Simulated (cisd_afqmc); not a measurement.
Input (AFQMC/CISD/aug-cc-pVDZ; cisd_afqmc is a phaseless AFQMC code with CISD trial states that reads the integrals written by Ansatz):

Ansatz 0.2 input:
```python
import cisd_afqmc

open("ham.yaml", "w").write("""\
crystal:
  periodic: [false, false, false]
  atoms:
    - {symbol: As, position_ang: [0.00000000, 0.00000000, 0.00000000]}
basis:
  gaussian:
    orbitals: aug-cc-pVDZ
total_charge: -1
magnetization: {spin_polarized: true, initial_magnetization: 2}
correlation: {method: ccsd, electrons: outside_noble_gas, hamiltonian_folder: ham}
scf: {lower_state_search: full}
""")
rep = cisd_afqmc.ansatz("ham.yaml")
e_ccsd = rep["correlation"]["coupled_cluster"]["energy"]["hartree"]
out = cisd_afqmc.run("ham", e_ccsd, trial="CISD", walkers=200, populations=8, threads=8, dt=0.005, steps=40, early=24, settle=10, least=32,
    cut=5e-5, rank_cut=2e-4, target=0.0004, seconds=1500, seed=1, memory=12960, gpu=False)
```

Output:

```
orbitals 22, occupied [4, 2], factors 91 of 239, rank of the doubles 73 of 112
E(HF) = -2234.157689
E(CCSD) on the cut factors = -2234.253278, shift to the whole factors -0.000002
Energy of the trial state on the determinant = -2234.253150
  tau behind 7.2 of longer steps, mean of the populations' last blocks
   2.0  -2234.25772
   4.0  -2234.25647
   6.0  -2234.25662
   8.0  -2234.25638
blocks 273 (2 outliers left out), error by blocks joined: 1: 0.00006, 2: 0.00007, 4: 0.00009, 8: 0.00011, 16: 0.00014
E(AFQMC/CISD) = -2234.25651 +/- 0.00014
```

The error still grows at the longest joins of blocks, or few joins were possible, so the printed bar may be too narrow.
